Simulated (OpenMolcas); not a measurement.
## 2s2 2p2 along the 6-electron sequence

| Property | Result |
| --- | --- |
| Program | OpenMolcas |
| Method | SS-CASPT2, IPEA 0.25 Eh, imaginary shift 0.1 Eh |
| Basis | ANO-RCC-VQZP |
| Scalar Hamiltonian | DKH2, point nucleus |
| Spin-orbit coupling | RASSI with atomic mean-field integrals over the reference wave functions, term energies averaged over their components |

Active space for each ion: 4 electrons in 8 orbitals (2s 2p 3s 3p); closed shells correlated by CASPT2: 1s.

Computed levels in cm-1 above 3P0:

```
                               Level     N+    O2+    F3+   Ne4+
                                 3P1   45.7    107    217    393
                                 3P2    136    317    634   1135
                                 1D2  15410  20660  25640  30620
                                 1S0  32030  42960  53490  63840
weight of 3P in the lowest level (%)    100    100    100    100
```

Measured, with the error of the calculation in %. Measured levels: N+ from NIST Handbook of Basic Atomic Spectroscopic Data; O2+ from Moore, Selected Tables of Atomic Spectra, NSRDS-NBS 3, section 11; F3+ from Moore, Atomic Energy Levels, vol. I, NSRDS-NBS 35 (1971 reprint of NBS Circular 467, 1949); Ne4+ from NIST levels in Podobedova, Fuhr, Reader and Wiese, J. Phys. Chem. Ref. Data 33, 525 (2004).

```
Level            N+           O2+           F3+          Ne4+
  3P1   48.7 (-6.0)    113 (-5.1)    225 (-3.7)    412 (-4.6)
  3P2    131 (+4.0)                  613 (+3.3)   1110 (+2.3)
  1D2  15316 (+0.6)  20273 (+1.9)  25241 (+1.6)  30292 (+1.1)
  1S0  32689 (-2.0)  43186 (-0.5)  53544 (-0.1)  63914 (-0.1)
```

The fine-structure level 3P2 changes by a factor of 8.35 from N+ to Ne4+. Its fourth root runs 3.41, 4.22, 5.02, 5.80, with steps per unit of Z of 0.80, 0.80, 0.79; equal steps would mean a (Z - σ)^4 law with constant σ.

1D2 changes by a factor of 1.99 over the same range, with steps per unit of Z of +5250, +4980, +4980 cm-1.

Term energies are means over components that CASPT2 splits; among the terms shown or strongly mixed into the levels shown the widest spread is 33 cm-1 (2s2 2p2 1D, F3+). The run also gave levels led by 2s2 2p 3s, which use shells meant for correlation; these and all levels above them are left out (holds for N+). Active for correlation alone: 3p 3s; no level in the range computed is led by a configuration that fills them, so any true level of that kind is missing (holds for O2+; F3+; Ne4+). Computed and measured levels are paired by configuration, term and J; levels that our copy of the source lacks, or whose pairing is in doubt (as where it misses far off the trend of its configuration), stay unpaired and out of the deviations. Only configurations of the active space appear.
